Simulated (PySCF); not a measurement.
Compound: C7H13FP (charge +1).
Atom-mapped SMILES: `[CH3:1][CH2:2][P+:3]1([CH2:4][CH3:5])[C:6]([CH3:7])=[C:8]1[F:9]`

Geometry (GFN2-xTB, Å), atoms numbered from 1 in this order:
```xyz
22
C7H13FP angstrom
C      2.8222   -0.2445    0.9366
C      1.9744    0.6373    0.0221
P      0.2232    0.0801    0.0161
C     -0.1011   -1.6262   -0.5819
C     -1.5744   -1.9847   -0.4564
C     -1.1377    1.2914    0.1069
C     -1.9723    2.2523   -0.6132
C     -0.8591    0.7231    1.2824
F     -1.2175    0.7133    2.5358
H      2.8594   -1.2720    0.5817
H      2.4393   -0.2380    1.9554
H      3.8406    0.1356    0.9554
H      2.3451    0.6053   -1.0064
H      1.9748    1.6773    0.3607
H      0.5224   -2.3006    0.0135
H      0.2384   -1.6771   -1.6210
H     -1.9067   -1.9379    0.5790
H     -1.7298   -2.9999   -0.8131
H     -2.1961   -1.3193   -1.0519
H     -2.7108    2.6761    0.0655
H     -2.4835    1.7716   -1.4467
H     -1.3608    3.0561   -1.0236
```

Probes without a nucleus sit at each ring's centroid and 1 Å off its mean plane on both sides; NICS is minus the shielding there, NICSzz its component along the normal. Level: GIAO PBE0/pcSseg-1 (PySCF, non-relativistic, gas phase) on the GFN2-xTB geometry, one conformer.

Ring bond lengths (Å), with Mayer bond orders in brackets: P3–C6 1.824 (0.93), C6–C8 1.335 (1.51), C8–P3 1.786 (1.07).

Task: What do the NICS probes read (ppm)?

Result: 
```
    ring                                                     type  NICS(0)  NICS(1), two faces  NICS(1)zz, two faces  rms pucker (Å)  centre to ring atoms, mean (Å)
P3–C6–C8  3-membered ring with P; formal bonds 1 double, 2 single    -25.4         -8.0 / -9.3         -10.7 / -14.3            0.00                            0.95
```

Task: What can be read from them?

Result: 
- P3–C6–C8: mean NICS(1)zz -12.5 ppm, shielded. P3 has four or more neighbours; no verdict on aromaticity is drawn. The two faces differ by 3.6 ppm, so no symmetry operation interchanges them. NICS(0) lies 17 ppm below the mean NICS(1).

Task: What field does 14.1 T along the ring normal induce along that normal at the first NICS(1) probe listed for ring P3–C6–C8, 1 Å off the ring?

Result: NICSzz × B0 = -10.7 ppm × 14.1 T = -151 μT, against the applied field.
